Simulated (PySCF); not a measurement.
C5H5F3SSi, SMILES FC([SiH2]c1cccs1)(F)F, GFN2-xTB optimised geometry.

```
15

F      0.21    -2.74    -1.04
C     -0.61    -2.62     0.03
F      0.18    -2.72     1.11
F     -1.37    -3.73     0.03
Si    -1.69    -1.01     0.00
C     -0.48     0.40     0.00
C      0.89     0.40     0.00
C      1.45     1.69     0.00
C      0.51     2.67     0.00
S     -1.08     2.04     0.00
H     -2.47    -1.11    -1.24
H     -2.51    -1.08     1.20
H      1.48    -0.50     0.00
H      2.51     1.88     0.00
H      0.65     3.73     0.00
```

Density from PBE0/def2-TZVP run with PySCF at that geometry.

Minimum of the electron density along straight lines between bonded atoms, close to the bond critical point (lines longer than 1.1 times the sum of covalent radii, or with two minima, are not listed):

```json
[
 {"bond": "F1–C2", "length / Å": "1.349", "ρ at the minimum / e bohr⁻³": "0.276", "∇²ρ there / e bohr⁻⁵": "-0.40", "position (fraction from the first atom)": "0.66"},
 {"bond": "C2–F3", "length / Å": "1.349", "ρ at the minimum / e bohr⁻³": "0.276", "∇²ρ there / e bohr⁻⁵": "-0.40", "position (fraction from the first atom)": "0.34"},
 {"bond": "C2–F4", "length / Å": "1.348", "ρ at the minimum / e bohr⁻³": "0.277", "∇²ρ there / e bohr⁻⁵": "-0.40", "position (fraction from the first atom)": "0.34"},
 {"bond": "C2–Si5", "length / Å": "1.946", "ρ at the minimum / e bohr⁻³": "0.112", "∇²ρ there / e bohr⁻⁵": "0.18", "position (fraction from the first atom)": "0.62"},
 {"bond": "Si5–C6", "length / Å": "1.861", "ρ at the minimum / e bohr⁻³": "0.121", "∇²ρ there / e bohr⁻⁵": "0.24", "position (fraction from the first atom)": "0.39"},
 {"bond": "C6–C7", "length / Å": "1.370", "ρ at the minimum / e bohr⁻³": "0.324", "∇²ρ there / e bohr⁻⁵": "-0.93", "position (fraction from the first atom)": "0.51"},
 {"bond": "C7–C8", "length / Å": "1.408", "ρ at the minimum / e bohr⁻³": "0.307", "∇²ρ there / e bohr⁻⁵": "-0.88", "position (fraction from the first atom)": "0.50"},
 {"bond": "C8–C9", "length / Å": "1.359", "ρ at the minimum / e bohr⁻³": "0.333", "∇²ρ there / e bohr⁻⁵": "-0.99", "position (fraction from the first atom)": "0.48"},
 {"bond": "C6–S10", "length / Å": "1.742", "ρ at the minimum / e bohr⁻³": "0.207", "∇²ρ there / e bohr⁻⁵": "-0.39", "position (fraction from the first atom)": "0.47"},
 {"bond": "C9–S10", "length / Å": "1.714", "ρ at the minimum / e bohr⁻³": "0.219", "∇²ρ there / e bohr⁻⁵": "-0.46", "position (fraction from the first atom)": "0.48"},
 {"bond": "Si5–H11", "length / Å": "1.462", "ρ at the minimum / e bohr⁻³": "0.127", "∇²ρ there / e bohr⁻⁵": "0.18", "position (fraction from the first atom)": "0.49"},
 {"bond": "Si5–H12", "length / Å": "1.462", "ρ at the minimum / e bohr⁻³": "0.127", "∇²ρ there / e bohr⁻⁵": "0.18", "position (fraction from the first atom)": "0.49"},
 {"bond": "C7–H13", "length / Å": "1.075", "ρ at the minimum / e bohr⁻³": "0.291", "∇²ρ there / e bohr⁻⁵": "-1.06", "position (fraction from the first atom)": "0.65"},
 {"bond": "C8–H14", "length / Å": "1.075", "ρ at the minimum / e bohr⁻³": "0.289", "∇²ρ there / e bohr⁻⁵": "-1.05", "position (fraction from the first atom)": "0.65"},
 {"bond": "C9–H15", "length / Å": "1.072", "ρ at the minimum / e bohr⁻³": "0.291", "∇²ρ there / e bohr⁻⁵": "-1.06", "position (fraction from the first atom)": "0.65"}
]
```
